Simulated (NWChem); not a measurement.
# InSiH3OCl2; SMILES [SiH3][O][In]([Cl])[Cl]

```xyz
8

In     0.0047     0.4077    -0.0017
Cl    -1.1796     2.3998    -0.0156
Cl     2.3297     0.4097     0.0293
O     -1.0039    -1.2834    -0.0196
Si    -0.6804    -2.9123     0.0085
H      0.1639    -3.3192    -1.1587
H     -1.9785    -3.6452    -0.0523
H      0.0400    -3.3007     1.2619
```
Atoms are numbered in this order, from 1.

Program: NWChem. STO-3G and 3-21G are far too small for this property and stand as cheap habits. All runs use the structure optimised with PBE0/def2-SVP. No frequency run checked for a minimum. def2 effective core potentials on In; no spin-orbit coupling. Field at 589 nm.

For level B3LYP/def2-SVP (core potentials):

isotropic polarisability (bohr³): 78.3
anisotropy (bohr³): 38.2

### Question
Estimate the same quantities for level B3LYP/STO-3G (all-electron, non-relativistic).

### Answer
| Item | Result |
|---|---|
| isotropic polarisability (bohr³) | 45.2 |
| anisotropy (bohr³) | 35.8 |
